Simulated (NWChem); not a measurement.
CdHOF; SMILES [OH][Cd][F]

```xyz
4

Cd     0.0033     0.0097     0.0000
F     -0.0260     1.9340     0.0000
O     -0.0898    -1.9428     0.0000
H      0.7935    -2.3297     0.0000
```
Atoms are numbered in this order, from 1.

All runs: NWChem. Structure relaxed at the PBE0/def2-SVP level. Not confirmed as a minimum by frequencies. def2 effective core potentials on Cd; no spin-orbit coupling. Ions are spin-unrestricted doublets at the neutral geometry; other ion states weren't tried.

For level PBE/def2-SVP:

```yaml
vertical ionisation energy, ΔSCF (eV): 10.41
"−ε(HOMO) (eV)": 6.42
```

How do the values read with level CAM-B3LYP/def2-SVP instead?


| Property | Result |
|---|---|
| vertical ionisation energy, ΔSCF (eV) | 10.92 |
| −ε(HOMO) (eV) | 9.57 |
